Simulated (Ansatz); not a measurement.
Z-matrix (Å, degrees):
```
N
Sn 1 2.035
H 1 1.013 2 115.6
H 1 1.013 2 113.9 3 -126.6
Cl 2 2.353 1 100.9 3 172.0
H 2 1.740 1 106.1 3 -77.5
```

The species carries charge 0 and has multiplicity 2. Sn: def2 effective core potential.

**Question.** List the r2SCAN/def2-TZVPP orbital energies in eV (Ansatz). (Estimate.)

**Answer.** Computed: α occupied: -2752.74, -385.61, -254.10, -192.65, -192.51, -192.50, -137.56, -92.42, -92.36, -92.28, -26.94, -26.83, -26.76, -26.68, -26.65, -22.29, -20.41, -13.04, -12.60, -9.55, -9.03, -8.13, -7.67, -7.45, -5.54. α empty: -1.05, -0.48, 0.52, 1.77, 2.38, 3.01, 3.62, 3.91. β occupied: -2752.71, -385.45, -254.09, -192.61, -192.49, -192.48, -137.52, -92.39, -92.31, -92.27, -26.87, -26.74, -26.66, -26.62, -26.57, -21.94, -20.30, -12.69, -12.50, -9.31, -8.68, -7.86, -7.59, -6.91. β empty: -4.02, -0.68, -0.14, 1.16, 1.97, 2.47, 3.01, 3.82. ⟨S²⟩ = 0.757.
